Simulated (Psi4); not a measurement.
BiF$_{2}$, doublet, geometry from GFN2-xTB (such geometries of metal compounds can be far from the true shape) (the spin is typed, not shown lowest) (core potentials on Bi); B97M-V/def2-SVP in Psi4.

The Psi4 input:
```
memory 2 GB

molecule {
0 2
Bi    0.21676949    0.09744039    0.08784468
F    -1.13429517    0.71672105   -1.36595467
F    -0.86480123   -1.61533800    0.55583154
}

set {
  basis def2-svp
  reference uks
}

energy('b97m-v')
print_variables()
```

Q: Predict the main parts of the log of this Psi4 run.

A: 
```
   => Loading Basis Set <=

    Name: DEF2-SVP
    Role: ORBITAL
    Keyword: BASIS

    !!!  WARNING: ECP capability is in beta. Please check occupations closely.  !!!

         ---------------------------------------------------------
                                   SCF
               by Justin Turney, Rob Parrish, Andy Simmonett
                          and Daniel G. A. Smith
                              UKS Reference
         ---------------------------------------------------------

  ==> Geometry <==

    Molecular point group: cs
    Full point group: Cs

    Geometry (in Angstrom), charge = 0, multiplicity = 2:

       Center              X                  Y                   Z               Mass
    ------------   -----------------  -----------------  -----------------  -----------------
         BI           0.022589219934    -0.217560106844     0.000000000000   208.980399100000
         F            1.384586028806     1.353229979079     0.000000000000    18.998403162730
         F           -1.633065027626     1.039907884511     0.000000000000    18.998403162730

  Running in cs symmetry.

  Rotational constants: A =      0.25940  B =      0.19280  C =      0.11060 [cm^-1]
  Rotational constants: A =   7776.54040  B =   5780.09728  C =   3315.65696 [MHz]
  Nuclear repulsion =  119.503397445607561

  Charge       = 0
  Multiplicity = 2
  Electrons    = 41
  Nalpha       = 21
  Nbeta        = 20

  ==> Algorithm <==

  SCF Algorithm Type is DF.
  DIIS enabled.
  MOM disabled.
  Fractional occupation disabled.
  Guess Type is SAD.
  Energy threshold   = 1.00e-06
  Density threshold  = 1.00e-06
  Integral threshold = 1.00e-12

  ==> Primary Basis <==

  Basis Set: DEF2-SVP
    Blend: DEF2-SVP
    Number of shells: 22
    Number of basis functions: 54
    Number of Cartesian functions: 58
    Spherical Harmonics?: true
    Max angular momentum: 2

  Core potential: DEF2-SVP
    Number of shells: 4
    Number of ECP primitives: 18
    Number of ECP core electrons: 60
    Max angular momentum: 3

  ==> DFT Potential <==

   => LibXC <=

    Version 7.1.2
    S. Lehtola, C. Steigemann, M. J. T. Oliveira, and M. A. L. Marques,  SoftwareX 7, 1–5 (2018) (10.1016/j.softx.2017.11.002)

   => Composite Functional: B97M-V <=

    B97M-V GGA Exchange-Correlation Functional

    N. Mardirossian and M. Head-Gordon,  J. Chem. Phys. 142, 074111 (2015) (10.1063/1.4907719)

    Deriv               =              1
    GGA                 =           TRUE
[...]

   @Spin Contamination Metric:   1.803378323E-03
   @S^2 Expected:                7.500000000E-01
   @S^2 Observed:                7.518033783E-01
   @S   Expected:                5.000000000E-01
   @S   Observed:                5.000000000E-01

    Orbital Energies [Eh]
    ---------------------

    Alpha Occupied:

[...]
    Alpha Virtual:

[...]
    Beta Occupied:

[...]
    Beta Virtual:

[...]
      38Ap    54.395765

    Final Occupation by Irrep:
             Ap   App
    DOCC [    15,    5 ]
    SOCC [     0,    1 ]
    NA   [    15,    6 ]
    NB   [    15,    5 ]

  @DF-UKS Final Energy:  -414.09698461354867

   => Energetics <=

    Nuclear Repulsion Energy =            119.5033974456075612
    One-Electron Energy =                -890.9357777147542947
    Two-Electron Energy =                 395.4111970607998501
    DFT Exchange-Correlation Energy =     -38.2383633813391626
    Empirical Dispersion Energy =           0.0000000000000000
    VV10 Nonlocal Energy =                  0.1625619761373982
    Total Energy =                       -414.0969846135486705

  UHF NO Occupations:
  HONO-2 :   14 Ap 1.9998622
  HONO-1 :   15 Ap 1.9994711
  HONO-0 :    6App 1.0000000
  LUNO+0 :   16 Ap 0.0005289
  LUNO+1 :   17 Ap 0.0001378
  LUNO+2 :   18 Ap 0.0001110
  LUNO+3 :    7App 0.0000643

Computation Completed

Properties will be evaluated at   0.000000,   0.000000,   0.000000 [a0]

Properties computed using the SCF density matrix

 Multipole Moments:

 ------------------------------------------------------------------------------------
     Multipole            Electronic (a.u.)      Nuclear  (a.u.)        Total (a.u.)
 ------------------------------------------------------------------------------------

 L = 1.  Multiply by 2.5417464519 to convert [e a0] to [Debye]
 Dipole X            :          3.4371732           -3.2442042            0.1929690
 Dipole Y            :        -33.1040350           31.2454089           -1.8586261
 Dipole Z            :          0.0000000            0.0000000            0.0000000
 Magnitude           :                                                    1.8686166

 ------------------------------------------------------------------------------------

  Variable Map:
  ----------------------------------------------------------------------------
[...]
  Array Variable Map:
  ----------------------------------------------------------------------------
[...]
[...]
```
